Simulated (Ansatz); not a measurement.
GeH₆SeS, singlet: a relaxation.

Input (in.yaml):

```yaml
crystal:
  periodic: [false, false, false]
  atoms:
    - {symbol: Ge, position_ang: [-0.865029, 0.009557, -0.797174]}
    - {symbol: S, position_ang: [0.988175, 1.381031, -0.276662]}
    - {symbol: H, position_ang: [-0.953592, -1.528872, -0.668564]}
    - {symbol: H, position_ang: [-2.015578, 0.758561, -0.127798]}
    - {symbol: H, position_ang: [-0.777579, 0.305638, -2.304315]}
    - {symbol: H, position_ang: [0.721961, 0.569473, 1.140667]}
    - {symbol: Se, position_ang: [0.043004, -0.489967, 2.125509]}
    - {symbol: H, position_ang: [1.954080, 0.542727, -0.701495]}
    - {symbol: H, position_ang: [0.904459, -1.548049, 1.609832]}
basis:
  gaussian: {orbitals: def2-TZVP}
hamiltonian: {xc: pbe0, dispersion: d4}
relax: {f_tol: 0.005, max_steps: 200}
```

Command:

```bash
ansatz run in.yaml --threads 8 --pin off --events-out ev --progress --plain --max-ram 19148MiB
```

Output of Ansatz 0.2.0:

```
Functional definition: PBE0
  name "PBE0"
  cite "Adamo & Barone, J. Chem. Phys. 110, 6158 (1999) doi:10.1063/1.478522"
  cite "Perdew, Burke & Ernzerhof, Phys. Rev. Lett. 77, 3865 (1996) doi:10.1103/PhysRevLett.77.3865"
  parent pbe
  parameter a = 0.25
  parameter kappa = 0.804
  parameter beta = 0.06672455060314922
  exchange = (1 - a)*pbe_x(kappa = kappa, mu = beta*pi^2/3) + a*exact_x
  correlation = pbe_c(beta = beta)
1348 factors; their error is unknown
mean field evaluation 1: about -132780.3954 eV, gradient 2.1e1 eV
mean field evaluation 2: about -132780.6464 eV, gradient 2.1e1 eV
mean field evaluation 4: about -132781.1423 eV, gradient 5.3e-1 eV
mean field evaluation 8: about -132781.8504 eV, gradient 3.9e-1 eV
mean field evaluation 16: about -132781.8505 eV, gradient 3.6e-5 eV
mean field -132781.85049381 eV, -4879.6430028769 hartree, gradient 3.6e-5 eV, S^2 0.000000; 0 other end points of the search recorded, 0 dependent functions left out
the calculation of the forces begins
reference -132781.85052297 eV, -4879.6430039481 hartree; 44, 44 occupied and 125, 125 virtual orbitals, 1348 factors
relax step   1: F+E_penalty+E_count = -132782.04785660 eV  Δ(F+E_penalty+E_count) = +0.000e0 eV  max|allowed force component| = 1.550e0 eV/Å  Δτ_max = 0.0000 Å  (27 SCF iters, accepted)
relax step   2: F+E_penalty+E_count = -132782.47786104 eV  Δ(F+E_penalty+E_count) = -4.300e-1 eV  max|allowed force component| = 1.270e0 eV/Å  Δτ_max = 0.1944 Å  (35 SCF iters, accepted)
relax step   3: F+E_penalty+E_count = -132782.78044766 eV  Δ(F+E_penalty+E_count) = -3.026e-1 eV  max|allowed force component| = 1.287e0 eV/Å  Δτ_max = 0.1937 Å  (28 SCF iters, accepted)
relax step   4: F+E_penalty+E_count = -132783.00830035 eV  Δ(F+E_penalty+E_count) = -2.279e-1 eV  max|allowed force component| = 9.709e-1 eV/Å  Δτ_max = 0.1932 Å  (28 SCF iters, accepted)
relax step   5: F+E_penalty+E_count = -132783.09201288 eV  Δ(F+E_penalty+E_count) = -8.371e-2 eV  max|allowed force component| = 4.112e-1 eV/Å  Δτ_max = 0.2000 Å  (29 SCF iters, accepted)
relax step   6: F+E_penalty+E_count = -132783.11703583 eV  Δ(F+E_penalty+E_count) = -2.502e-2 eV  max|allowed force component| = 9.618e-2 eV/Å  Δτ_max = 0.1997 Å  (29 SCF iters, accepted)
relax step   7: F+E_penalty+E_count = -132783.11949853 eV  Δ(F+E_penalty+E_count) = -2.463e-3 eV  max|allowed force component| = 5.376e-2 eV/Å  Δτ_max = 0.0381 Å  (30 SCF iters, accepted)
relax step   8: F+E_penalty+E_count = -132783.12079545 eV  Δ(F+E_penalty+E_count) = -1.297e-3 eV  max|allowed force component| = 2.787e-2 eV/Å  Δτ_max = 0.1015 Å  (28 SCF iters, accepted)
relax step   9: F+E_penalty+E_count = -132783.09301775 eV  Δ(F+E_penalty+E_count) = +2.778e-2 eV  max|allowed force component| = 2.571e-1 eV/Å  Δτ_max = 0.1550 Å  (29 SCF iters, rejected (line search))
relax step  10: F+E_penalty+E_count = -132783.12279164 eV  Δ(F+E_penalty+E_count) = -1.996e-3 eV  max|allowed force component| = 8.977e-3 eV/Å  Δτ_max = 0.0627 Å  (30 SCF iters, accepted)
relax step  11: F+E_penalty+E_count = -132783.12301664 eV  Δ(F+E_penalty+E_count) = -2.250e-4 eV  max|allowed force component| = 3.760e-2 eV/Å  Δτ_max = 0.0472 Å  (30 SCF iters, accepted)
relax step  12: F+E_penalty+E_count = -132783.12360356 eV  Δ(F+E_penalty+E_count) = -5.869e-4 eV  max|allowed force component| = 5.319e-2 eV/Å  Δτ_max = 0.0322 Å  (31 SCF iters, accepted)
relax step  13: F+E_penalty+E_count = -132783.12376180 eV  Δ(F+E_penalty+E_count) = -1.582e-4 eV  max|allowed force component| = 2.181e-2 eV/Å  Δτ_max = 0.0080 Å  (31 SCF iters, accepted)
relax step  14: F+E_penalty+E_count = -132783.12393461 eV  Δ(F+E_penalty+E_count) = -1.728e-4 eV  max|allowed force component| = 1.209e-2 eV/Å  Δτ_max = 0.0224 Å  (29 SCF iters, accepted)
relax step  15: F+E_penalty+E_count = -132783.12412154 eV  Δ(F+E_penalty+E_count) = -1.869e-4 eV  max|allowed force component| = 1.439e-2 eV/Å  Δτ_max = 0.0354 Å  (31 SCF iters, accepted)
relax step  16: F+E_penalty+E_count = -132783.12423945 eV  Δ(F+E_penalty+E_count) = -1.179e-4 eV  max|allowed force component| = 2.257e-2 eV/Å  Δτ_max = 0.0423 Å  (30 SCF iters, accepted)
relax step  17: F+E_penalty+E_count = -132783.12430216 eV  Δ(F+E_penalty+E_count) = -6.271e-5 eV  max|allowed force component| = 1.757e-2 eV/Å  Δτ_max = 0.0074 Å  (31 SCF iters, accepted)
relax step  18: F+E_penalty+E_count = -132783.12435634 eV  Δ(F+E_penalty+E_count) = -5.418e-5 eV  max|allowed force component| = 8.317e-3 eV/Å  Δτ_max = 0.0133 Å  (31 SCF iters, accepted)
relax step  19: F+E_penalty+E_count = -132783.12436585 eV  Δ(F+E_penalty+E_count) = -9.509e-6 eV  max|allowed force component| = 7.093e-3 eV/Å  Δτ_max = 0.0138 Å  (31 SCF iters, accepted)
relax step  20: F+E_penalty+E_count = -132783.12437241 eV  Δ(F+E_penalty+E_count) = -6.567e-6 eV  max|allowed force component| = 3.600e-3 eV/Å  Δτ_max = 0.0028 Å  (31 SCF iters, accepted)
Total energy: -132783.12440369 eV, -4879.6898182012 hartree
Atom 0 at    -0.817748     0.206493    -1.140833 Å, force     0.000195     0.000840     0.002459 eV/Å
Atom 1 at     0.929395     1.494040    -0.619213 Å, force     0.003600    -0.000875    -0.002876 eV/Å
Atom 2 at    -0.522929    -1.249617    -0.756796 Å, force    -0.002042     0.001438    -0.001557 eV/Å
Atom 3 at    -1.978334     0.775353    -0.321069 Å, force    -0.000713    -0.002390    -0.002294 eV/Å
Atom 4 at    -1.102466     0.311438    -2.647172 Å, force    -0.000249    -0.000878     0.002476 eV/Å
Atom 5 at     0.818273     0.173710     1.755030 Å, force     0.000707     0.000892    -0.001690 eV/Å
Atom 6 at     0.192521    -0.616586     2.828633 Å, force    -0.000282    -0.001370     0.001308 eV/Å
Atom 7 at     1.813395     0.774237    -1.329441 Å, force    -0.000755     0.002130     0.001867 eV/Å
Atom 8 at     0.667795    -1.868971     2.230861 Å, force    -0.000461     0.000212     0.000308 eV/Å
Dipole moment:    -0.010793    -0.226716    -0.345040 e Å

[the SCF lines of later steps are left out]
```

The lines “mean field evaluation” count trial sets of orbitals through the whole run, from several starts and some on an approximate energy, so they need not fall steadily or lie above the final value.

The run took about 28 s on 8 CPU threads of a Oxide Virtual Turin-like (shared host).
